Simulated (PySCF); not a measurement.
# Correlation energy of Ca (calcium, neutral)

[Ar] 3d2, high-spin 3F determinant (an excited configuration). Computed with PySCF 2.14 in x2c-QZVPPall (11s7p4d3f, 73 functions), with the spin-free X2C one-electron Hamiltonian (Gaussian nucleus). Frozen: [Ar]; 2 electrons correlated.

With two correlated electrons CCSD is exact within the correlated space (frozen core and kept virtual orbitals).

```csv
level,correlation energy (mhartree)
CCSD,-13.34
```

Diagnostics: T1 = 0.011, D1 = 0.0155, largest double amplitude 0.187.

A double-excitation amplitude exceeds 0.15, a sign of near-degeneracy.

Cost of the coupled-cluster step: about 2.6 core-seconds, for 2 correlated electrons.
